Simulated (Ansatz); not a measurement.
C2H3F3O, SMILES OCC(F)(F)F.

Coordinates come from a B3LYP-D3(BJ)/def2-SVP optimisation. Other conformers were not sampled.

Two levels are set side by side: PBE/def2-SVPD (Ansatz, an electronic-structure program) and CAM-B3LYP/def2-SVPD (Ansatz). Energy differences of separate SCF runs at the same geometry; the states with an electron removed or added have multiplicity 2 and 2. Differences are taken from unrounded values.

| quantity | CAM-B3LYP | PBE | PBE minus CAM-B3LYP |
|---|---|---|---|
| vertical ionisation energy (eV) | 11.84 | 11.19 | -0.65 |
| vertical singlet–triplet gap (eV) | 7.57 | 7.02 | -0.55 |
